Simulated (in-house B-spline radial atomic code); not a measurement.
Radial electron density of the lanthanum ion La⁴⁺, [Kr] 4d10 5s2 5p5. Level of theory: scalar-relativistic (X2C) LDA VWN5, spin-polarised, spherical fractional occupations, Fermi nucleus of rms radius 4.855 fm; calculated with a B-spline radial code for spherical atoms.

One-electron X2C: radii and densities carry no picture-change correction, so inner-shell <1/r> comes out high (for 1s by about 2 % at Z = 33, 5 % at 54, 10 % at 75, 30 % at 118) and <r> low.

Columns: r (bohr), 4πr²n(r) (electrons per bohr), bar.

```
0.000653    2.008 #
0.000804    2.774 #
0.000989    3.812 ##
 0.00122     5.24 ##
  0.0015    7.129 ###
 0.00184    9.605 ####
 0.00227    12.94 ######
 0.00279    17.17 ########
 0.00343    22.51 ##########
 0.00422    29.08 #############
 0.00519    36.84 #################
 0.00639    45.63 #####################
 0.00786    54.86 #########################
 0.00967    63.67 #############################
  0.0119    70.86 ################################
  0.0146    75.04 ##################################
   0.018    75.44 ##################################
  0.0222    72.18 ################################
  0.0273    67.47 ##############################
  0.0335    65.05 #############################
  0.0413     68.7 ###############################
  0.0508    79.17 ####################################
  0.0625    91.81 #########################################
  0.0769    97.92 ############################################
  0.0946    91.83 #########################################
   0.116    78.65 ###################################
   0.143    71.18 ################################
   0.176    76.88 ###################################
   0.217    84.01 ######################################
   0.267    74.36 #################################
   0.328    49.89 ######################
   0.403    31.68 ##############
   0.496    30.86 ##############
   0.611     34.5 ################
   0.751    28.74 #############
   0.924    17.59 ########
    1.14    10.28 #####
     1.4    7.647 ###
    1.72    5.609 ###
    2.12    2.978 #
    2.61    1.017 
    3.21   0.2077 
    3.94  0.02366 
    4.85 0.001272 
    5.97 2.852e-05
```

On this grid the curve has 4 maxima, near 0.018, 0.0769, 0.217, 0.611 bohr.

The 5s down radial function P(r) = rR(r), positive near the nucleus:

```tsv
r (bohr)	P
0.000351	0.01931
0.000531	0.02679
0.000804	0.03699
0.00122	0.05076
0.00184	0.06854
0.00279	0.09117
0.00422	0.1174
0.00639	0.144
0.00967	0.1617
0.0146	0.1538
0.0222	0.0953
0.0335	-0.02784
0.0508	-0.1852
0.0769	-0.2439
0.116	-0.04579
0.176	0.3028
0.267	0.2493
0.403	-0.3404
0.611	-0.4384
0.924	0.4368
1.4	0.9738
2.12	0.559
3.21	0.1074
4.85	0.005084
```
